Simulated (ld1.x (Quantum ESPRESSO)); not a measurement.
# Before and after: ultrasoft potential for nitrogen (N)

nitrogen, ultrasoft, made with ld1.x (Quantum ESPRESSO) 7.5 (PBEsol, scalar-relativistic). Core [He], reference 2s2 2p2 (charge +1). Waves: 2s (bound): rcut 0.75, rcutus 0.90 bohr; 2s channel at 2.45 Ry: rcut 0.75, rcutus 0.90 bohr; 2p (bound): rcut 1.45, rcutus 1.55 bohr; 2p channel at 0.45 Ry: rcut 1.45, rcutus 1.55 bohr. Local part: all-electron potential smoothed inside 1.00 bohr (lloc = -1). Core correction: none. Augmentation charge: PSQ, radius 0.60 bohr.

Change: core correction a·sin(br)/r model core inside 0.92 bohr.

Cutoffs: the cutoffs (Ry, on a coarse ladder) from which the occupation-weighted sum of valence levels, in a spherical-Bessel basis at the reference potential, stays within 10 and 1 mRy of its value at 400 Ry; they do not see the model core or the augmentation charge, which bear on the density cutoff. Errors are all-electron minus pseudo energies relative to the spin-unpolarised reference configuration.

Task: Predict the effect on cutoff, ghosts and configuration errors.

Result: The potential gets neither clearly harder nor softer (35 Ry and 50 Ry → 35 Ry and 50 Ry); the errors of the 7 common tests hardly move; neither file shows a bound ghost. A model core, the more so a compact one, raises the density cutoff, which this test does not measure.

```tsv
quantity	base	changed
cutoff, loose	35 Ry	35 Ry
cutoff, tight	50 Ry	50 Ry
bound ghosts	none	none
error for 2s2 2p3, meV [ΔE -13.52 eV]	+7.7	+7.4
error for 2s2 2p1, meV [ΔE 28.74 eV]	+33	+31
error for 2s2 2p0, meV [ΔE 75.62 eV]	+325	+303
error for 2s1 2p0, meV [ΔE 153.14 eV]	+435	+392
error for 2s2 2p3.3, meV [ΔE -15.12 eV]	+10	+9.7
error for 2s2 2p2.5, meV [ΔE -8.46 eV]	+3.0	+2.8
error for 2s0 2p5, meV [ΔE 9.37 eV]	+196	+189
s: phases at 1.71 bohr within 0.05 rad from the reference energy up to (Ry; the scan ends near 5)	to the end of the scan	to the end of the scan
p: phases at 1.71 bohr within 0.05 rad from the reference energy up to (Ry; the scan ends near 5)	to the end of the scan	to the end of the scan
lowest overlap eigenvalue by channel	s 0.53, p 1.00	s 0.53, p 1.00
```
